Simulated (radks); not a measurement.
The numbers below are computed, except where a source is named.
Task: Ionisation of Os, [Xe] 4f14 5d6 6s2, to Os+, [Xe] 4f14 5d6 6s1, under several functionals. Dirac Kohn-Sham, spin-unpolarised, spherical densities, finite nucleus; open shells fill j = l - 1/2 first; a radial shooting solver on a logarithmic mesh with Libxc functionals. The NIST Atomic Spectra Database gives 8.438 eV (measured). Rank these functionals by the error of their Delta-SCF ionisation energy: XLYP; BP86; PW91.

Result: From best to worst: XLYP 9.486 eV (+1.048); PW91 9.580 eV (+1.142); BP86 9.693 eV (+1.255). Spin polarisation and multiplet splitting are left out, so open shells lie too high by an amount that depends on their filling.

Beside tabulated values, note that spin-unpolarised runs miss the spin-polarisation part of the exchange energy of open shells.
